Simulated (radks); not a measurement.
Task: Xe2+, 52 electrons, occupied as [Kr] 4d8 5s2 5p6 (not the ground configuration). Calculated with a radial shooting solver on a logarithmic mesh with Libxc functionals: scalar-relativistic Kohn-Sham, BLYP, spin-polarised, spherical densities, finite nucleus; open shells are filled with parallel spins first (spin-orbit coupling, left out, can overturn this in heavy ions); Fermi nuclear charge, rms radius 4.7859 fm. Some entries of the table are withheld. Estimate them.

orbital  occ.  eigenvalue (hartree)  r(max) (bohr)  <r> (bohr)
1s up       1             -1264.832        0.01716     0.02666
1s down     1             -1264.832        0.01716     0.02666
2s up       1             -198.2264        0.09697      0.1146
2s down     1             -198.1975        0.09696      0.1146
2p up       3             -178.0499        0.07780      0.1003
2p down     3             -178.0273        0.07779      0.1003
3s up       1             -41.76054         0.2789      0.3063
3s down     1             -41.74657         0.2789      0.3063
3p up       3             -35.24693         0.2727      0.3043
3p down     3             -35.23104         0.2728      0.3042
3d up       5             -25.59410         0.2257      0.2806
3d down     5             -25.56941         0.2258      0.2806
4s up       1              -8.68752         0.6580      0.7092
4s down     1              -8.60020         0.6576      0.7094
4p up       3              -6.59570         0.6884      0.7529
4p down     3              -6.50932         0.6881      0.7536
4d up       5              -3.52701         0.7357      0.8439
4d down     3              -3.44604         0.7360      0.8471
5s up       1              -1.62064          1.527       1.688
5s down     1              -1.60347          1.537       1.699
5p up       3              -1.10106          1.725         (1)
5p down     3              -1.09062          1.736         (2)

Result: 
(1) 5p up <r> (bohr): 1.955
(2) 5p down <r> (bohr): 1.968
